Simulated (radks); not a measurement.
The numbers below are computed, except where a source is named.
Q: The table gives one normalised radial function P(r) = r R(r) of Mg3+ in [He] 2s2 2p5 (r in bohr). Level of theory: non-relativistic Kohn-Sham, MS2 meta-GGA, spin-polarised, spherical densities, point nucleus; open shells are filled with parallel spins first; meta-GGA in the generalised Kohn-Sham scheme (a radial shooting solver on a logarithmic mesh with Libxc functionals).

r,P
0.00463,0.3520
0.005097,0.3853
0.005656,0.4247
0.006225,0.4643
0.006908,0.5110
0.007665,0.5619
0.008437,0.6128
0.009362,0.6725
0.01031,0.7319
0.01143,0.8012
0.01269,0.8758
0.01397,0.9494
0.0155,1.0343
0.01706,1.1175
0.01893,1.2125
0.021,1.3124
0.02312,1.4086
0.02565,1.5165
0.02824,1.6186
0.03133,1.7309
0.03477,1.8437
0.03827,1.9466
0.04246,2.0550
0.04674,2.1501
0.05186,2.2453
0.05755,2.3295
0.06335,2.3946
0.07029,2.4484
0.07737,2.4799
0.08585,2.4912
0.09526,2.4763
0.1049,2.4372
0.1164,2.3660
0.1291,2.2646
0.1421,2.1448
0.1577,1.9886
0.1736,1.8236
0.1926,1.6275
0.2137,1.4198
0.2352,1.2242
0.261,1.0154
0.2873,0.8319
0.3188,0.6492
0.3538,0.4879
0.3894,0.3621
0.4321,0.2524
0.4756,0.1737
0.5278,0.1104
0.5856,0.0662
0.6446,0.0390
0.7153,0.0206
0.7873,0.0107
0.8736,0.0049
0.9694,0.0020
1.067,0.0008
1.184,0.0003
1.303,0.0001
1.446,0.0000
1.605,0.0000
1.766,0.0000
1.96,0.0000
2.157,0.0000
2.394,0.0000

Which n and l does it have? It may be an empty orbital.

A: n = 1, l = 0: the number of nodes gives n - l - 1 = 0, the rise at small r (about r^(l+1)) gives l, and the extent must fit the shell. The curve is that of 1s up; the table hardly tells the two spins apart. 1s up: eigenvalue -1321.7 eV, 0 radial nodes, <r> = 0.131 bohr, 90 % of the charge inside 0.233 bohr.
